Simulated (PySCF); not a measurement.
Structure with atom numbers: `[CH3:1][CH:2]([CH3:3])[O:4][C@H:5]1[O:6][CH2:7][C:8]1=[O:9]`. Hydrogens are named by the atom that carries them. Ha(C7) is cis to O4 on the ring; Hb(C7) is trans to O4 on the ring.

Computational details: geometry from GFN2-xTB, GIAO PBE0/pcSseg-1 shieldings, in PySCF 2.14.0 with density-fitted response routines (fast rotation and ring inversion assumed for equivalent nuclei, single conformer, in vacuum, relativity neglected).

Referencing at the same level of theory: ¹³C (186.93 ppm) vs TMS.

Q: Do the ¹³C shifts follow the atomic charges (in e)? Tabulate both.

A: 
```csv
atoms,hybridisation,δ (ppm),σ para (ppm),Hirshfeld,IAO,Mulliken,ESP-fitted
C8,sp2,207.3,-276,+0.16,+0.38,+0.16,+0.58
C5,sp3,125.0,-180,+0.10,+0.21,+0.36,+0.08
C7,sp3,89.3,-153,-0.01,-0.13,+0.08,-0.18
C2,sp3,81.6,-139,+0.06,+0.11,-0.10,+0.51
C1,sp3,26.5,-90,-0.13,-0.44,-0.23,-0.38
C3,sp3,25.5,-86,-0.12,-0.42,-0.21,-0.67
```

Correlation coefficients of δ with charge over these carbons: Hirshfeld +0.94, IAO +0.93, Mulliken +0.77, ESP-fitted +0.79; with the paramagnetic shielding -1.00. Among the 5 sp3 carbons alone: Hirshfeld +0.96, IAO +0.94, Mulliken +0.94, ESP-fitted +0.69. With so few points, grouped by hybridisation, these coefficients are fragile. Charge is one influence among several: hybridisation and low-lying excitations act through the paramagnetic term.

Shifts are as computed. Against solution values, carbons near 30 ppm lie about +3 ppm off and those near 130 ppm about +5 ppm. Of 1211 compounds with measured shifts, 218 miss one by over three times the rms of a fit or turn the order of signals round; such compounds aren't used in these exercises.
